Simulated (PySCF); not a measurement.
A calculated (wB97X-V, PySCF 2.14, Sapporo-DKH3-DZP-2012, the spin-free X2C one-electron Hamiltonian (Gaussian nucleus)) atom or ion has these occupied shells.

| shell | electrons | orbital energy (eV) | rms radius, mean of both spins (bohr) |
| --- | --- | --- | --- |
| 1s α | 1 | -32994.2 | 0.0311 |
| 1s β | 1 | -32994.1 | 0.0311 |
| 2s α | 1 | -5127.4 | 0.127 |
| 2s β | 1 | -5127.3 | 0.127 |
| 2p α | 3 | -4606.2 | 0.113 |
| 2p β | 3 | -4606.1 | 0.113 |
| 3s α | 1 | -1053.0 | 0.335 |
| 3s β | 1 | -1053.0 | 0.335 |
| 3p α | 3 | -883.01 | 0.336 |
| 3p β | 3 | -882.92 | 0.336 |
| 3d α | 5 | -626.74 | 0.314 |
| 3d β | 5 | -626.67 | 0.314 |
| 4s α | 1 | -198.97 | 0.787 |
| 4s β | 1 | -198.79 | 0.787 |
| 4p α | 3 | -145.14 | 0.846 |
| 4p β | 3 | -144.95 | 0.846 |
| 4d α | 5 | -65.612 | 0.995 |
| 4d β | 5 | -65.371 | 0.995 |
| 5s α | 1 | -31.929 | 2.07 |
| 5s β | 1 | -29.506 | 2.07 |
| 5p α | 3 | -19.575 | 2.47 |
| 5p β | 1 | -18.147 | 2.47 |

Name the element and its charge.

I⁺ (iodine, charge +1), in [Kr] 4d10 5s2 5p4, high-spin 3P determinant.
